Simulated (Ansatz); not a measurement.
## Telling isomers of CH7NO2Si apart by their spectra

These gas-phase data were calculated for one isomer of CH7NO2Si at B3LYP/6-31G* (harmonic, unscaled wavenumbers; equilibrium rotational constants with average atomic masses):

```
rotational constants            : 6.042, 2.904, 2.162 GHz
all wavenumbers above 1500 cm⁻¹ : 3806, 3777, 3591, 3119, 3059, 3011, 2262, 1553, 1526
```

Candidates:

(1) `CN[SiH](O)O`, a singlet
(2) `C[Si](N)(O)O`, a singlet

Assign the data to one candidate and say why.

Candidate (1). The band at 2262 cm⁻¹ lies where the Si–H stretch is expected; (2) has no mode between 2000 and 2380 cm⁻¹.

The same quantities for all candidates:

```tsv
	rotational constants (GHz)	wavenumbers above 1500 cm⁻¹	E above the lowest, B3LYP/6-31G* (kcal/mol)
(1)	6.042, 2.904, 2.162	3806, 3777, 3591, 3119, 3059, 3011, 2262, 1553, 1526	16.1
(2)	3.786, 3.636, 3.276	3800, 3799, 3632, 3543, 3133, 3122, 3052, 1631	0.0
```

Harmonic stretches to hydrogen usually lie a few per cent above observed fundamentals. Each candidate is one conformer. Programs: Ansatz 0.2.0.
